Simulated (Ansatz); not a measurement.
Computed with Ansatz on PBE0-D4/def2-TZVP structures; ΔE is electronic, products minus reactants. CBS: MP2 limit from def2 TZ/QZ plus the TZ coupled-cluster correction, frozen cores. This one scheme is used for every species. Functionals use def2-TZVPP. Elements past krypton have def2 core potentials. For Sb outer-core shells are correlated without core-valence functions, which leaves a few kJ/mol of doubt a bond.

`[CH3][SbH][SiH3]` + H–F → `[F][SbH][SiH3]` + CH₄  (ligand exchange at the Sb–C bond)

| species | BLYP-D4 energy (Eh) |
| --- | --- |
| `[CH3][SbH][SiH3]` | -572.00626 |
| H–F | -100.48156 |
| `[F][SbH][SiH3]` | -632.01072 |
| CH₄ | -40.50371 |

Question: Work out ΔE.

Answer: ΔE = (-632.01072) + (-40.50371) − (-572.00626) − (-100.48156) = -0.02661 Eh = -69.9 kJ/mol. CCSD(T)/CBS gives -45.2 kJ/mol.

Largest T1 diagnostic among the species: 0.014.

From BLYP to BHLYP (50 % exact exchange), in def2-TZVPP and without D4, ΔE moves by +13.0 kJ/mol. At CCSD(T), def2-SVP lies −3.1 kJ/mol from the extrapolated value and def2-TZVPP +6.1 kJ/mol.
